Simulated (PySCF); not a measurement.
Al2BH4O, AlB2H5N, AlBH2N (calculated)

All values are calculated (PySCF 2.14.0). Calculation on a computer-drawn molecule: the log of a Hartree-Fock and frozen-core CCSD(T) single point meant for a local Hartree-Fock minimum, with one planted fault or none, to be diagnosed. Offsets are logged minus clean, where the clean run is the same molecule without the fault. The reference is restricted for singlets and unrestricted otherwise, and also for a bond in bohr or an excited solution. Adding or removing an electron swaps singlet and doublet. The excited solution moves the top pair (singlet) or top alpha electron (doublet) to the lowest empty orbital. Highest occupied and lowest empty are orbital energies over both spins, largest force is the largest gradient component, triples share is (T) over the correlation energy, the T1 limit is 0.02 restricted and 0.045 unrestricted, electrons count all cores, a negative frequency is imaginary (commonest isotopes), and the dipole is about the centre of nuclear charge.

Common to all runs: meant charge 1; meant multiplicity 1; meant basis cc-pV(D+d)Z; logged SCF converged yes; logged CC converged yes; logged SCF stable within its kind yes; possible faults no fault, one electron removed, one electron added, multiplicity raised by two, geometry at a saddle point, SCF held on an excited solution, minimal basis STO-3G, one bond length entered in bohr, all coordinates scaled.

(1) 
```xyz
8
formula=Al2BH4O logged_electrons=42 logged_basis_functions=94 logged_spin_squared=0 logged_highest_occupied=-14.805 logged_lowest_empty=-5.5035 logged_largest_force=1.571e-05 logged_lowest_frequency=20.503 logged_T1_diagnostic=0.016851 logged_D1_diagnostic=0.04839 logged_triples_share=0.020833 logged_dipole_magnitude=9.1742 logged_energy_HF=-585.49525 logged_energy_CCSD(T)=-585.90209
B     -0.6368    -0.2967    -2.8437
Al    -0.0157     1.7203    -2.0270
O     -0.9961     2.0283    -0.7463
Al    -1.8638     2.6242     0.6252
H     -0.9961    -1.3574    -3.2376
H      1.1531     2.4013    -2.7818
H     -1.2907     2.2080     2.0192
H     -3.1356     3.4744     0.3018
```

Units: logged_highest_occupied, logged_lowest_empty in eV; logged_largest_force in hartree/bohr; logged_lowest_frequency in cm⁻¹; logged_dipole_magnitude in debye; logged_energy_HF, logged_energy_CCSD(T) in hartree.

Drawn bonds:
```csv
atom,other atom,order
1,2,1
2,3,1
3,4,1
1,5,1
2,6,1
4,7,1
4,8,1
```

(2) 
```xyz
9
formula=AlB2H5N logged_electrons=34 logged_basis_functions=29 logged_spin_squared=0 logged_highest_occupied=-15.247 logged_lowest_empty=0.011698 logged_largest_force=0.037082 logged_T1_diagnostic=0.016562 logged_D1_diagnostic=0.052394 logged_triples_share=0.028635 logged_dipole_magnitude=2.6208 logged_energy_HF=-344.30883 logged_energy_CCSD(T)=-344.51769
B     -2.2620     0.6940     0.6130
N     -1.7188     1.8341     0.2816
B     -1.1323     1.8136    -1.0987
Al    -1.6461     3.4167     1.4060
H     -2.7497    -0.3278     0.9118
H     -0.6135     2.8040    -1.4948
H     -1.2133     0.8074    -1.7335
H     -2.3355     3.1236     2.7694
H     -0.9305     4.6007     0.7095
```

Units: logged_highest_occupied, logged_lowest_empty in eV; logged_largest_force in hartree/bohr; logged_dipole_magnitude in debye; logged_energy_HF, logged_energy_CCSD(T) in hartree.

Drawn bonds:
```csv
atom,other atom,order
1,2,1
2,3,1
2,4,1
1,5,1
3,6,1
3,7,1
4,8,1
4,9,1
```

(3) 
```xyz
5
formula=AlBH2N logged_electrons=26 logged_basis_functions=61 logged_spin_squared=2.042 logged_highest_occupied=-10.609 logged_lowest_empty=-7.4311 logged_largest_force=0.063121 logged_T1_diagnostic=0.031523 logged_D1_diagnostic=0.12552 logged_triples_share=0.028526 logged_dipole_magnitude=2.9346 logged_energy_HF=-321.81963 logged_energy_CCSD(T)=-322.09144
B      0.3987    -1.8317    -1.6182
N      1.0675    -1.2171    -2.5047
Al     1.9529    -0.4036    -3.6783
H     -0.2176    -2.3978    -0.8014
H      2.7624     0.3402    -4.7512
```

Units: logged_highest_occupied, logged_lowest_empty in eV; logged_largest_force in hartree/bohr; logged_dipole_magnitude in debye; logged_energy_HF, logged_energy_CCSD(T) in hartree.

Drawn bonds:
```csv
atom,other atom,order
1,2,1
2,3,2
1,4,1
3,5,1
```

Questions
1. Al2BH4O (entry 1): planted fault?
2. Which fault was planted in the run of AlB2H5N (entry 2)?
3. AlBH2N (entry 3): planted fault?

## Answers
1. no fault
2. minimal basis STO-3G
3. multiplicity raised by two

Further results for Al2BH4O (entry 1):

- HF energy offset from clean run: 0 kcal/mol
- CCSD(T) energy offset from clean run: 0 kcal/mol

Further results for AlB2H5N (entry 2):

- HF energy offset from clean run: 2602 kcal/mol
- CCSD(T) energy offset from clean run: 2736 kcal/mol

Further results for AlBH2N (entry 3):

* HF energy offset from clean run: 118.7 kcal/mol
* CCSD(T) energy offset from clean run: 137.8 kcal/mol
